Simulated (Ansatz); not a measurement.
Molecule: bromogermane, sum formula GeH$_{3}$Br, net charge 0, singlet state. SMILES: [GeH3][Br]
Structure (B3LYP-D3(BJ)/def2-TZVP (Ansatz, an electronic-structure program) minimum search):
```xyz
5

Ge    -1.1408     0.1101     0.0339
Br     1.1793    -0.1138    -0.0350
H     -1.4532     1.6063    -0.0806
H     -1.7057    -0.6796    -1.1521
H     -1.6101    -0.4663     1.3743
```
Charge 0, spin multiplicity 1.

Quantity: vertical ionisation energy (to the doublet state of charge +1; each state is the SCF solution reached for its spin; the molecule has degenerate orbitals, so one determinant may break the symmetry), in eV. Valence correlation only, unless marked. Open shells are spin-unrestricted. Spin-orbit coupling is left out. The frozen core is the preceding noble-gas configuration, with the filled d and f shells of earlier blocks. No relativistic terms. CBS(X,Y): correlation extrapolated as X^-3; Hartree-Fock from the larger set. The bracket is a focal-point correction in the basis named.

| level | program | vertical ionisation energy (eV) | minus last row |
|---|---|---|---|
| PBE0/def2-TZVPD | Ansatz | 10.59 | -0.27 |
| MP2/aug-cc-pVQZ | Ansatz | 10.89 | 0.03 |
| SCS-MP2/def2-SVPD | Ansatz | 10.63 | -0.23 |
| SCS-MP2/def2-TZVPPD | Ansatz | 10.71 | -0.15 |
| CCSD(T)/aug-cc-pVDZ | Ansatz | 10.58 | -0.28 |
| CCSD(T)/def2-SVPD | Ansatz | 10.58 | -0.28 |
| RI-MP2/CBS(def2-TZVPPD,def2-QZVPPD)+[CCSD(T)-MP2]/def2-TZVPPD | Ansatz | 10.84 | -0.02 |
| RI-MP2/CBS(aug-cc-pVTZ,aug-cc-pVQZ)+[CCSD(T)-MP2]/aug-cc-pVQZ | Ansatz | 10.86 | 0.00 |
| CCSD(T)/CBS(def2-TZVPPD,def2-QZVPPD) | Ansatz | 10.85 | -0.01 |
| CCSD(T)/CBS(aug-cc-pVTZ,aug-cc-pVQZ) | Ansatz | 10.86 | 0.00 |
